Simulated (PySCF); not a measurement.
**Vibration and rotation of AgCl**

RHF-CCSD(T) constants of AgCl, ¹Σ⁺ (singlet), closed shell (Ag def2-TZVPP with ECP28, Cl def2-TZVPP; scalar-relativistic core potentials (PySCF 2.14); masses 106.9051 and 34.9689 u):

| Quantity | Value |
| --- | --- |
| ωe | 339.8 cm⁻¹ |
| ωexe | 1.22 cm⁻¹ |
| Be | 0.12206 cm⁻¹ |
| αe | 0.000611 cm⁻¹ |
| D (centrifugal) | 6.3e-08 cm⁻¹ |
| De to Ag (4d10 5s1) + Cl | 3.03 eV |

Problem. Estimate the standard entropy (1 bar) and heat capacity of the ideal gas at 298.15 K, rigid rotor with B0 and harmonic oscillator at the fundamental.

Solution. Translation (Sackur–Tetrode, M = 141.87 u): 170.7 J/(mol K). Rotation: q = kT/(σB0) = 1700 with σ = 1, 70.2. Vibration: x = hcν0/kT = 1.63, 5.12. S° = 245.9 J/(mol K); Cp = 7R/2 + 6.70 = 35.8 J/(mol K).

Measured values (Huber and Herzberg, Constants of Diatomic Molecules (1979)): ωe = 343.49 cm⁻¹, ωexe = 1.17 cm⁻¹, Be = 0.12298388 cm⁻¹, αe = 0.000595405 cm⁻¹.

Correlated steps freeze 5 core orbitals. Spin–orbit coupling is left out, which matters for elements this heavy, above all for dissociation energies. Where the molecule has an RHF reference, its open-shell atoms are computed with UHF.
